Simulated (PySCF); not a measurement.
Zr (zirconium, neutral) across methods

[Kr] 4d2 5s2, high-spin 3F determinant. Computed with PySCF 2.14 in x2c-TZVPPall with one added diffuse shell each of s, p, d, f type (9s7p7d3f1g, 95 functions), with the spin-free X2C one-electron Hamiltonian (Gaussian nucleus).

```json
{"method": "PBE", "E (hartree)": "-3597.84", "mean ε 5s α (eV)": "-4.631", "mean ε 4d α (eV)": "-4.353", "mean ε 5s β (eV)": "-4.027", "Σ⟨r²⟩ (bohr²)": "65.84", "⟨S²⟩": "2.004"}
{"method": "CAM-B3LYP", "E (hartree)": "-3598.43", "mean ε 5s α (eV)": "-6.030", "mean ε 4d α (eV)": "-6.688", "mean ε 5s β (eV)": "-5.535", "Σ⟨r²⟩ (bohr²)": "65.79", "⟨S²⟩": "2.004"}
{"method": "r2SCAN", "E (hartree)": "-3598.22", "mean ε 5s α (eV)": "-4.742", "mean ε 4d α (eV)": "-4.812", "mean ε 5s β (eV)": "-4.076", "Σ⟨r²⟩ (bohr²)": "66.53", "⟨S²⟩": "2.017"}
{"method": "r2SCAN0", "E (hartree)": "-3598.20", "mean ε 5s α (eV)": "-5.289", "mean ε 4d α (eV)": "-5.889", "mean ε 5s β (eV)": "-4.612", "Σ⟨r²⟩ (bohr²)": "66.45", "⟨S²⟩": "2.014"}
{"method": "wB97X", "E (hartree)": "-3598.31", "mean ε 5s α (eV)": "-6.711", "mean ε 4d α (eV)": "-7.683", "mean ε 5s β (eV)": "-6.430", "Σ⟨r²⟩ (bohr²)": "65.56", "⟨S²⟩": "2.002"}
{"method": "LDA", "E (hartree)": "-3593.78", "mean ε 5s α (eV)": "-4.807", "mean ε 4d α (eV)": "-4.280", "mean ε 5s β (eV)": "-4.223", "Σ⟨r²⟩ (bohr²)": "65.26", "⟨S²⟩": "2.003"}
{"method": "PBE0", "E (hartree)": "-3597.91", "mean ε 5s α (eV)": "-5.194", "mean ε 4d α (eV)": "-5.554", "mean ε 5s β (eV)": "-4.572", "Σ⟨r²⟩ (bohr²)": "65.91", "⟨S²⟩": "2.005"}
{"method": "BHandHLYP", "E (hartree)": "-3598.23", "mean ε 5s α (eV)": "-5.550", "mean ε 4d α (eV)": "-6.571", "mean ε 5s β (eV)": "-5.070", "Σ⟨r²⟩ (bohr²)": "66.28", "⟨S²⟩": "2.004"}
{"method": "UHF", "E (hartree)": "-3596.18514", "mean ε 5s α (eV)": "-6.303", "mean ε 4d α (eV)": "-8.842", "mean ε 5s β (eV)": "-5.362", "Σ⟨r²⟩ (bohr²)": "69.10", "⟨S²⟩": "2.016"}
```
